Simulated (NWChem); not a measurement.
# GeS, singlet; SMILES [Ge]=[S]

```xyz
2

Ge     0.0000     0.0000    -0.6698
S      0.0000     0.0000     1.3482
```
Atoms are numbered in this order, from 1.

All runs: NWChem. Geometry optimised at PBE0/def2-SVP; all other runs use it. Pople sets run with spherical d functions. Low-valent species are run as closed-shell singlets; no triplet was tried in these runs. Vzz has the sign of the potential's second derivative.

| quantity | level | value |
|---|---|---|
| absolute shielding σ Ge1 (ppm) | B3LYP/6-31G*, GIAO | ? |
| vertical ionisation energy, ΔSCF (eV) | B3LYP/aug-cc-pVDZ | 10.39 |
| dipole (D) | BLYP/6-31G* | 1.78 |
| Vzz Ge1 (a.u.) | CAM-B3LYP/cc-pVTZ | ? |
| vertical, lowest state with f > 0.02, singlet (eV) | LRC-wPBEh/6-31G*, TDA | 4.34 |
| absolute shielding σ S2 (ppm) | PBE0/x2c-TZVPall-s, scalar ZORA without spin-orbit coupling, GIAO | -253.9 |
| highest harmonic frequency (cm⁻¹) | PBE0/def2-SVP | ? |

Problem. What belongs in the gaps?

Solution. 
- absolute shielding σ Ge1 (ppm), value: 683.5
- Vzz Ge1 (a.u.), value: -4.102
- highest harmonic frequency (cm⁻¹), value: 595
